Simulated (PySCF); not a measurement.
# Electron correlation in Ce²⁷⁺ (cerium, charge +27)

[Ar] 3d10 4s2 4p1, 2P determinant. All numbers are calculated (PySCF 2.14, scalar relativity by spin-free X2C-1e, in an even-tempered Gaussian basis (19 s from 1.8 bohr⁻², ratio 2.5; 14 p from 2.3 bohr⁻², ratio 2.5; 8 d from 4.1 bohr⁻², ratio 2.5; 5 f from 13 bohr⁻², ratio 2.7; 4 g from 19 bohr⁻², ratio 2.7)). Frozen: [Ne]; 21 electrons correlated; the 33 highest virtual orbitals of each spin left out.

MP2 pair energies summed by pair of shells (mhartree):

| pair | energy | share (%) |
| --- | --- | --- |
| 3d-3d | -413.17 | 41.4 |
| 3p-3d | -219.88 | 22.0 |
| 3d-4s | -82.75 | 8.3 |
| 3p-3p | -60.13 | 6.0 |
| 3s-3d | -46.46 | 4.7 |
| 4s-4s | -39.52 | 4.0 |
| 4s-4p | -33.92 | 3.4 |
| 3d-4p | -32.57 | 3.3 |
| 3s-3p | -25.97 | 2.6 |
| 3p-4s | -23.90 | 2.4 |
| 3p-4p | -10.02 | 1.0 |
| 3s-3s | -4.33 | 0.4 |
| 3s-4s | -3.95 | 0.4 |
| 3s-4p | -1.86 | 0.2 |

Total MP2 correlation energy: -998.43 mhartree.

At this charge the one-electron X2C treatment keeps the bare 1/r₁₂, with no two-electron picture change or Breit term. The effect here is smaller than on the frozen 1s shell; and a scalar Hamiltonian misses the large spin-orbit splitting of the p shells, which matters for ns² → np² pairs.
